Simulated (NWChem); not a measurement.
Species: C$_{3}$H$_{4}$OSe; SMILES C=C[Se]C=O

```xyz
9

C     -0.4486    -2.6677     0.0000
C     -0.7352    -1.3656     0.0000
Se     0.5508     0.0198     0.0000
C     -0.7073     1.4782     0.0000
O     -0.3953     2.6267     0.0000
H      0.5766    -3.0483     0.0000
H     -1.2553    -3.4057     0.0000
H     -1.7752    -1.0156     0.0000
H     -1.7656     1.1118     0.0000
```
Atoms are numbered in this order, from 1.

Program: NWChem. Pople sets run with spherical d functions. All runs use the structure optimised with PBE0/def2-SVP. Level r2SCAN/6-31G*: energy and gradient on several grids; changes count from the extra-fine grid, which is no exact limit either.

**Question.** Which is the coarsest grid (fine; xcoarse; medium; coarse; xfine) from which on the energy stays within 500 μHa and each gradient component within 500 μHa/bohr of xfine?

**Answer.** medium.
```json
[
 {"grid": "xcoarse", "size of the energy change (μHa)": "5000", "largest change of a gradient component (μHa/bohr)": "4000"},
 {"grid": "coarse", "size of the energy change (μHa)": "900", "largest change of a gradient component (μHa/bohr)": "500"},
 {"grid": "medium", "size of the energy change (μHa)": "100", "largest change of a gradient component (μHa/bohr)": "100"},
 {"grid": "fine", "size of the energy change (μHa)": "50", "largest change of a gradient component (μHa/bohr)": "40"},
 {"grid": "xfine", "size of the energy change (μHa)": "< 10", "largest change of a gradient component (μHa/bohr)": "< 30"}
]
```
